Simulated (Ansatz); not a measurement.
Born–Oppenheimer molecular dynamics of Cl₂GaH (4 atoms, charge 0, multiplicity 1). It starts at the highest image of a converged band, a first-order saddle point between two minima.

Theory: Ansatz 0.2.0, RKS BLYP-D4/def2-SVP.

```yaml
ensemble: NVE (velocity Verlet)
time_step: 0.5 fs
steps_asked: 200
starting_velocities_drawn_for: 300 K
seed: 9909
```

First frame:

```xyz
4
Properties=species:S:1:pos:R:3
Ga -0.298 0.000 0.519
H 0.994 0.000 1.504
Cl 2.174 0.000 0.073
Cl -1.493 0.000 -1.302
```

Question: How far do the bonds stretch over the last three quarters of this one trajectory? (Pairs bonded in most of those frames.)

Answer: 
```tsv
bond	mean (Å)	spread (Å)	shortest	longest
Ga1–Cl4	2.317	0.066	2.18	2.40
H2–Cl3	1.346	0.117	1.16	1.51
```

Mean temperature of the second half: 3370 K. The conserved energy stayed within 1.3 meV per atom of its start (net change 0.11 meV per atom), so the integration is sound. The kinetic energy rose, since the run started high on the potential surface and went downhill. It ends in pieces (ClGa + ClH), so much of that is their flight and rotation, not heat. A run of 0.1 ps of so small a system gives no equilibrium averages. The orbitals stay closed-shell, which can raise the energy where a bond breaks towards radicals; this wasn't checked here.

Run time: 4.7 min on 1 thread of Arm Neoverse V2, on a shared host, peak memory 0.12 GiB.
